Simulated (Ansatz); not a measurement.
`N[SiH2]O[SiH2]N` from Hartree–Fock to CCSD(T)

```xyz
13

N     2.048    1.065   -0.766
Si    1.157    1.052    0.688
O    -0.401    0.563    0.576
Si   -1.444   -0.698    0.592
N    -1.708   -1.474   -0.905
H     1.886    1.759   -1.477
H     2.436    0.221   -1.154
H     1.867    0.130    1.612
H     1.115    2.444    1.192
H    -2.745   -0.150    1.039
H    -0.909   -1.731    1.515
H    -1.052   -2.140   -1.276
H    -2.250   -1.041   -1.634
```

The species carries charge 0 and has multiplicity 1. The structure was optimised at the PBE0-D4/def2-TZVP level. It is one conformer, not always the lowest. Frozen core, restricted reference, the Gaussian-basis code of Ansatz. CBS rows extrapolate triple and quadruple zeta; past MP2 they add the triple-zeta difference.

```tsv
basis	HF (Eh)	MP2 corr.
def2-TZVPP	-766.56781	-0.91092
def2-QZVPP	-766.59691	-0.98059
```

Task: Estimate the CCSD correlation energy and the (T) correction in each basis where they were run (hartree).

Result: 
```tsv
basis	CCSD corr.	(T)
def2-TZVPP	-0.95670	-0.03385
CBS(def2)	-1.07797	as TZ
```
